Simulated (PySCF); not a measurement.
# One molecule, several mistakes: C2H6OSi

These are calculations, not measurements. They come from PySCF 2.14.0, an open-source quantum chemistry program, on an isolated molecule that a program drew, which may never have been made. The molecule is C2H6OSi (charge 0, singlet), drawn as the SMILES string `COC=[SiH2]`.

Each row is a Hartree-Fock (HF) and frozen-core CCSD(T) single point in the cc-pV(D+d)Z basis, meant for a local HF minimum. Run 1 is clean. Each other run has one planted mistake out of seven kinds, and not every kind appears here: one electron removed, one electron added, multiplicity raised by two, geometry at a saddle point, minimal basis STO-3G, one bond length entered in bohr, all coordinates scaled. The reference is restricted for singlets and unrestricted otherwise, and also for a bond in bohr. Adding or removing an electron swaps singlet and doublet. Electrons count all cores. HOMO and LUMO are orbital energies over both spins, the gradient is its largest component, and the lowest frequency (negative if imaginary) is given only where the gradient is small. Bond lengths are over the 9 bonds as drawn. T1 is the CCSD diagnostic: over 0.02 (restricted) or 0.045 (unrestricted) a single reference is doubtful.

Geometry of the clean run:
```xyz
10
C2H6OSi, angstrom
C     0.1398    0.4599    2.3902
O    -0.6189    0.2421    1.2337
C    -0.3913    1.1076    0.2177
Si   -1.5820    1.7134   -0.8534
H    -0.1100   -0.3324    3.0921
H    -0.0953    1.4295    2.8378
H     1.2114    0.4195    2.1708
H     0.6423    1.4384    0.1131
H    -1.1450    2.5459   -1.9808
H    -2.9904    1.2999   -0.8247
```

```
run,electrons,basis functions,<S^2>,HOMO (eV),LUMO (eV),gradient (hartree/bohr),lowest frequency (cm^-1),mean bond (Å),longest bond (Å),T1,HF (hartree),CCSD(T) (hartree),mistake
1,40,95,0.000,-7.65,2.69,1.8e-05,76,1.3076,1.712,0.0143,-442.93896,-443.57209,no fault
2,40,95,1.338,-7.99,1.51,3.7e-02,-,1.4527,2.774,0.0574,-442.83742,-443.44514,one bond length entered in bohr
3,40,30,0.000,-4.66,7.63,6.5e-02,-,1.3076,1.712,0.0105,-437.63036,-437.90007,minimal basis STO-3G
4,40,95,2.026,-5.87,1.17,8.4e-02,-,1.3076,1.712,0.0193,-442.88354,-443.47987,?
5,40,95,0.000,-7.55,2.13,5.2e-02,-,1.4135,1.851,0.0162,-442.88187,-443.54014,?
```

**Which mistake was planted in run 4, and what did it cost?**

Electrons, basis and geometry are unchanged, and <S^2> is 2.026, beside S(S+1) = 2.00 for a multiplicity of 3. So the mistake is: multiplicity raised by two. Subtracting run 1 and multiplying by 627.51 kcal/mol a hartree, the energy moved by 34.8 kcal/mol in HF and 57.9 kcal/mol in CCSD(T).

**Which mistake was planted in run 5, and what did it cost?**

The mean and the longest bond both change by the same factor, 1.081, and the gradient is no longer small. So the mistake is: all coordinates scaled. Subtracting run 1 and multiplying by 627.51 kcal/mol a hartree, the energy moved by 35.8 kcal/mol in HF and 20.0 kcal/mol in CCSD(T).

Cautions from the logs. Run 2: T1 is over the limit, so its CCSD(T) energy is less reliable.
